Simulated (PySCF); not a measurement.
# Energy of Li⁺ (lithium, charge +1) between two integer charges

The 1s beta orbital of 1s2 is emptied in steps (occupation f), with all orbitals relaxed, ending at 1s1. Computed with PySCF 2.14 in aug-cc-pVTZ-DK, with the spin-free X2C one-electron Hamiltonian (Gaussian nucleus). The exact energy is a straight line in f; departures are measured from the line between the end points of the same method.

**Question.** Among UHF, LDA, BHandHLYP, which shows the largest delocalisation error (convex curve), and which is closest to linear?

**Answer.** Most convex: LDA (-3.574 eV at f = 0.5); closest to linear: UHF (0.342 eV).

```
  f  UHF (eV)  LDA (eV)  BHandHLYP (eV)
  1     0.000     0.000           0.000
0.9     0.132    -1.347          -0.629
0.7     0.297    -3.088          -1.453
0.5     0.342    -3.574          -1.714
0.3     0.277    -2.862          -1.431
0.1     0.115    -1.099          -0.600
  0     0.000     0.000           0.000
```

```csv
method,E(f=0) − E(f=1) (eV),−ε at f=1 (eV),−ε at f=0.5 (eV)
UHF,74.495,75.988,74.436
LDA,74.585,59.527,75.220
BHandHLYP,75.805,68.788,75.871
```

As f goes to zero the orbital energy of a semilocal functional can turn back, because the density of that orbital vanishes from the exchange-correlation potential.

Reference removal energy between the ground levels: 75.640 eV (theoretical estimate listed by NIST; NIST Atomic Spectra Database, ionization energies). UHF lacks correlation.
